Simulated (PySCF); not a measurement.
CH₉NSi₄, SMILES [Si@H]1([SiH2]N=C1)[SiH2][SiH3].

Coordinates come from a B3LYP-D3(BJ)/def2-SVP optimisation. The structure was generated by enumeration; whether it is a known compound was not checked. The values are those of a single conformer.

All values below come from TDA-B3LYP/def2-SVPD in PySCF.

Vertical excitations. Isolated molecule, no solvent.

Computed excitation energies, oscillator strengths and character:
```csv
state,energy (eV),λ (nm),f,main pairs
S1,3.57,348,0.003,HOMO→LUMO 97 %
S2,4.67,266,0.007,HOMO→LUMO+1 97 %
S3,4.97,250,0.001,HOMO−1→LUMO 89 %
S4,5.05,245,0.005,HOMO→LUMO+2 91 %
S5,5.33,233,0.001,HOMO→LUMO+3 92 %
S6,5.54,224,0.023,HOMO→LUMO+4 85 %
T1,2.87,433,0,HOMO→LUMO 95 %
T2,4.44,279,0,HOMO→LUMO+1 94 %
```
Triplets are in the Tamm–Dancoff approximation.
